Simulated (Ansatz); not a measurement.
Reaction (cleavage of the In–B bond): `[BH2][InH][F]` + H₂S → `[F][InH][SH]` + BH₃

Computed with Ansatz on PBE0-D4/def2-TZVP structures; ΔE is electronic, products minus reactants. CBS: MP2 limit from def2 TZ/QZ plus the TZ coupled-cluster correction, frozen cores. This one scheme is used for every species. Functionals use def2-TZVPP. def2 core potentials past Kr. For In outer-core shells are correlated without core-valence functions, which leaves a few kJ/mol of doubt a bond. Each species was taken in one conformer, which may not be the lowest.

`[BH2][InH][F]`:

```xyz
6

B     0.602    0.976   -0.511
In   -0.232   -0.878    0.428
F    -2.193   -0.677    0.533
H     0.913    1.917    0.156
H     0.727    1.062   -1.696
H     0.183   -2.400    1.090
```

H₂S:

Z-matrix (Å, degrees):
```
S
H 1 1.341
H 1 1.341 2 92.3
```

`[F][InH][SH]`:

Cartesian coordinates in Å:
```
F -0.721 -1.740 -0.080
In -0.193 0.041 -0.686
S 0.810 1.158 1.134
H -0.520 0.452 -2.296
H 0.625 0.089 1.929
```

BH₃:

Z-matrix (Å, degrees):
```
B
H 1 1.193
H 1 1.193 2 120.0
H 1 1.193 2 120.0 3 180.0
```

```csv
species,RPA@PBE/def2-TZVPP energy (Eh)
`[BH2][InH][F]`,-316.06263
H₂S,-399.03928
`[F][InH][SH]`,-688.49996
BH₃,-26.63555
```

Task: Work out ΔE.

Result: ΔE = (-688.49996) + (-26.63555) − (-316.06263) − (-399.03928) = -0.03360 Eh = -21.1 kcal/mol. CCSD(T)/CBS gives -22.8 kcal/mol.

Largest T1 diagnostic among the species: 0.016.

In def2-TZVPP, CCSD(T) changes the Hartree–Fock value by +3.2 kcal/mol (the triples alone add −0.3 kcal/mol) and MP2 by +1.6 kcal/mol. From BLYP to BHLYP (50 % exact exchange), in def2-TZVPP and without D4, ΔE moves by −2.0 kcal/mol. Leaving LDA and LC-ωPBE aside and taking each functional with its dispersion term where it has one, the values, not all of them listed here, spread over 2.9 kcal/mol, from BHLYP-D4 to PBE-D4. LDA lies +0.9 kcal/mol from PBE without D4.
